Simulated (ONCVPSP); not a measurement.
# Transferability test, ONCV potential for W

- Element: tungsten
- Generator: ONCVPSP 4.0.1
- Type: optimised norm-conserving Vanderbilt (ONCV)
- Functional: PBE
- Relativity: scalar-relativistic
- Frozen core: [Kr] 4d10 4f14
- Valence charge: 14
- Reference configuration: 5s2 5p6 5d4 6s1 6p1
- Partial waves: 5s+6s: rc 1.60 bohr, ncon 3, nbas 7, qcut 8.5 1/bohr, 3 projectors, debl 3.6 Ha; 5p+6p: rc 2.05 bohr, ncon 4, nbas 8, qcut 4.3 1/bohr, 2 projectors; 5d: rc 2.45 bohr, ncon 5, nbas 10, qcut 7.5 1/bohr, 1 projector
- Local potential: polynomial inside 1.25 bohr (lpopt 3, dvloc0 0 Ha)
- Core correction: none

Energies are relative to the spin-unpolarised reference configuration 5s2 5p6 5d4 6s1 6p1; without spin polarisation the order of configurations can differ from experiment.

```tsv
valence configuration	charge	ΔE all-electron (eV)	error AE − PS (meV)
5s2 5p6 5d4 6s2 6p0	0	-4.495	+1.7
5s2 5p6 5d4 6s1 6p0	+1	4.388	-1.5
```

What are ΔE and the potential's error for 5s2 5p6 5d3 6s2 6p0?

ΔE = 4.335 eV all-electron; the error (AE − PS) is -0.6 meV.

What are ΔE and the potential's error for 5s2 5p6 5d4 6s0 6p0?

ΔE = 20.068 eV all-electron; the error (AE − PS) is -0.9 meV.

Levels in the configuration 5s2 5p6 5d4 6s2 6p0:

```csv
level,all-electron (eV),pseudo (eV)
5s,-79.073,-79.068
5p,-43.202,-43.198
5d,-4.480,-4.481
6s,-5.713,-5.714
```
